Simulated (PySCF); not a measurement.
## Eu: ionisation energy

Eu [Xe] 4f7 6s2 (8S) → Eu⁺ [Xe] 4f7 6s1 (9S), as a difference of total energies. All numbers are calculated (PySCF 2.14, scalar relativity by spin-free X2C-1e, in x2c-TZVPPall). The calculations carry no spin-orbit coupling.

| method | ionisation energy (eV) |
| --- | --- |
| UHF | 4.630 |
| TPSS | 5.428 |
| PBEsol | 5.558 |
| BHandHLYP | 5.482 |

Q: Which method comes closest to the reference value, and which is furthest?

A: The reference is 5.670 eV (measured; NIST Atomic Spectra Database, ionization energies). Closest: PBEsol (error -0.112 eV); furthest: UHF (error -1.040 eV).
